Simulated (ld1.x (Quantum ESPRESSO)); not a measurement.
# boron: PAW pseudisation with PBE, scalar-relativistic reference atom.

ld1.x (Quantum ESPRESSO) 7.5 input, shortened:

```
&input
   title='B', zed=5., rel=1, dft='PBE', iswitch=3,
   config='[He] 2s2 2p1 3d-2'
 /
 &inputp
   pseudotype=3, lpaw=.true., tm=.true., lloc=-1, rcloc=2.85,
   nlcc=.true., new_core_ps=.true., rcore=1.40,
   which_augfun='BESSEL', rmatch_augfun=0.85
 /
6
2S  1  0   2.00   0.00  1.15  1.55  0.0
2S  1  0   0.00   0.60  1.15  1.55  0.0
2P  2  1   1.00   0.00  3.45  3.65  0.0
2P  2  1   0.00   0.55  3.45  3.65  0.0
3D  3  2  -2.00   0.05  3.35  4.15  0.0
3D  3  2  -2.00   2.10  3.35  4.15  0.0
 &test
   configts(1)='2s2 2p1'
 /
```

* Cutoffs needed: 6 Ry and 10 Ry (the cutoffs (Ry, on a coarse ladder) from which the occupation-weighted sum of valence levels, in a spherical-Bessel basis at the reference potential, stays within 10 and 1 mRy of its value at 400 Ry)
* Ghost test: no extra level below or beside the all-electron valence levels (s, p, d, f tested) (spherical-Bessel basis up to 400 Ry, 20 bohr box)
* Configuration tests: test run stopped at test 1 of 7 (negative rho)
* Lowest eigenvalue of the overlap operator: 0.22 (p channel)
